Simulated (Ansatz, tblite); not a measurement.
Removing an electron: the cluster PtAu3⁻. Charge -1, multiplicity 1. Geometry: PBE-D4/def2-SVPD. Ansatz, gas phase; energy differences of separate SCF runs; the oxidised species was run as a doublet alone.

```xyz
4

Pt    0.168   -0.275    0.341
Au    0.410    0.584   -2.122
Au   -1.636    1.454   -0.444
Au    1.058   -1.764    2.225
```

In the def2 sets Au, Pt take a core potential; there is no spin–orbit coupling. The xTB rows come from tblite. The structure comes from a short search, and lower isomers may exist.

| level | −HOMO (eV) | vertical IE (eV) | −LUMO (eV) | HOMO–LUMO gap (eV) | remarks |
| --- | --- | --- | --- | --- | --- |
| GFN1-xTB | 5.33 | 8.14 | 4.52 | 0.80 | – |
| GFN2-xTB | 2.61 | 5.52 | 1.88 | 0.72 | – |
| PBE-D4/def2-TZVPD | 0.53 | 3.12 | 0.20 | 0.33 | – |
| r2SCAN-D4/def2-TZVPD | 0.70 | 3.03 | 0.12 | 0.58 | – |
| B97M-V/def2-TZVPD | 0.68 | 2.94 | 0.09 | 0.59 | restricted, untested (-1 singlet) |
| r2SCANh-D4/def2-TZVPD | 1.13 | 2.92 | -0.17 | 1.30 | – |
| ωB97X-V/def2-TZVPD | 3.52 | 2.48 | -2.30 | 5.82 | – |

Run but left out: HF/def2-TZVPD, PBE0-D4/def2-TZVPD (singlet: restricted singlet, unstable towards broken spin symmetry); BHLYP-D4/def2-TZVPD (singlet: restricted singlet, unstable in another Hartree–Fock run and untested here).  Raw xTB energy differences between charge states are shifted by several eV; the methods need an empirical correction for them.
